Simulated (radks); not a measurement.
Results of a calculation; reference values are marked as such.
Neutral sulfur, 16 electrons, occupied as [Ne] 3s1 3p4 3d1 (not the ground configuration). Level of theory: Dirac Kohn-Sham, exchange-only PBE, spin-unpolarised, spherical densities, finite nucleus; open shells are shared between the two j in proportion to 2j + 1; Fermi nuclear charge, rms radius 3.2611 fm (a radial shooting solver on a logarithmic mesh with Libxc functionals).

Spin-orbit splittings of the eigenvalues, e(l+1/2) - e(l-1/2), with zeta = 2 splitting/(2l+1) and mean radii in bohr:

shell  occ.  splitting (eV)  zeta (eV)  <r> j=l-1/2  <r> j=l+1/2
2p        6           1.266     0.8437       0.4408       0.4431
3p        4         0.09976    0.06651        1.909        1.917
3d        1       0.0004944  0.0001978        8.237        8.248
